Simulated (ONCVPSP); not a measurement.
Ranking ONCV potentials for silicon

All share these settings but for the change named:

```
Element                 : Si
Generator               : ONCVPSP 4.0.1
Type                    : optimised norm-conserving Vanderbilt (ONCV)
Functional              : PBE
Relativity              : scalar-relativistic
Frozen core             : [Ne]
Valence charge          : 4
Reference configuration : 3s2 3p1.5 (charge +0.5)
Partial waves           : 3s: rc 1.70 bohr, ncon 4, nbas 8, qcut 4.5 1/bohr, 2 projectors, debl 3.8 Ha; 3p: rc 1.55 bohr, ncon 5, nbas 9, qcut 4.6 1/bohr, 2 projectors, debl 1.8 Ha
Local potential         : polynomial inside 1.40 bohr (lpopt 5, dvloc0 4 Ha)
Core correction         : Teter function, fcfact 3.25, rcfact 1.2
```

Test errors are all-electron minus pseudo excitation energies from the reference, over 3s2 3p2; 3s2 3p1; 3s2 3p0; 3s0 3p4. None of these files shows a bound ghost.

The base gives 16.1 meV.

Of 9 variants that were run, those that failed, showed a ghost or another fault, or gave nearly equal values are left out.

Task: Rank these variants by their largest absolute test error, smallest first.
A. p: rc 1.84
B. p: rc 2.14
C. p: rc 1.68

Result: B (3.8 meV), A (4.8 meV), C (8.9 meV).
